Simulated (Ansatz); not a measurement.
Molecule: BN (charge 0, triplet). 
Coordinates optimised at B3LYP-D3(BJ)/def2-TZVP (Ansatz, a first-principles code):
```
B
N 1 1.3180
```
Charge 0, spin multiplicity 3.

Property: atomisation energy (electronic, to ground-state atoms), in kJ/mol. Correlated levels leave the core frozen unless marked. Open shells are spin-unrestricted. No spin-orbit coupling. No relativistic terms. The coupled-cluster limit lacks core correlation, which all-electron functionals hold. CBS marks a two-point X^-3 extrapolation of the correlation energy; Hartree-Fock from the larger set (for Q and 5 zeta extrapolated as (X+1)exp(-9√X)).

```
level                                program  atomisation energy (kJ/mol)
----------------------------  --------------  ---------------------------
HF/def2-TZVPPD                        Ansatz                        218.1
r2SCAN-D3(BJ)/def2-TZVPD      Ansatz + dftd3                        472.6
RI-MP2/def2-QZVPPD                    Ansatz                        443.8
SCS-MP2/def2-SVPD                     Ansatz                        406.2
SCS-MP2/def2-QZVPP                    Ansatz                        431.9
CCSD(T)/def2-TZVPP                    Ansatz                        406.1
CCSD(T)/CBS(cc-pVQZ,cc-pV5Z)          Ansatz                        434.1
```
